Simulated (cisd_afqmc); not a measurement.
Input (AFQMC/CISD/def2-SVP; cisd_afqmc is a phaseless AFQMC code with CISD trial states that reads the integrals written by Ansatz):

Ansatz 0.2 input:
```python
import cisd_afqmc

open("ham.yaml", "w").write("""\
crystal:
  periodic: [false, false, false]
  atoms:
    - {symbol: Y, position_ang: [0.28427316, 0.17044935, 0.07389960]}
    - {symbol: F, position_ang: [-0.99811462, 0.73578155, -1.23881457]}
    - {symbol: F, position_ang: [-0.23373574, -1.47439538, 0.91858298]}
basis:
  gaussian:
    orbitals: def2-SVP
total_charge: 1
magnetization: {spin_polarized: false}
correlation: {method: ccsd, electrons: outside_noble_gas, hamiltonian_folder: ham}
""")
rep = cisd_afqmc.ansatz("ham.yaml")
e_ccsd = rep["correlation"]["coupled_cluster"]["energy"]["hartree"]
out = cisd_afqmc.run("ham", e_ccsd, trial="CISD", walkers=100, populations=8, threads=8, dt=0.005, steps=40, early=36, settle=10, least=32,
    cut=5e-5, rank_cut=2e-4, target=0.0004, seconds=1500, seed=1, memory=17280, gpu=False)
```

Output:

```
orbitals 53, occupied [8], factors 291 of 567, rank of the doubles 122 of 360
E(HF) = -236.524132
E(CCSD) on the cut factors = -236.951366, shift to the whole factors 0.000002
Energy of the trial state on the determinant = -236.951409
  tau behind 10.8 of longer steps, mean of the populations' last blocks
   2.0  -236.96047
   4.0  -236.96342
   6.0  -236.96299
   8.0  -236.96341
  10.0  -236.96080
  12.0  -236.96164
  14.0  -236.95961
  16.0  -236.96143
  18.0  -236.96192
  20.0  -236.96277
  22.0  -236.96311
  24.0  -236.96043
blocks 1018 (3 outliers left out), error by blocks joined: 1: 0.00022, 2: 0.00026, 4: 0.00030, 8: 0.00034, 16: 0.00040
E(AFQMC/CISD) = -236.96158 +/- 0.00040
```
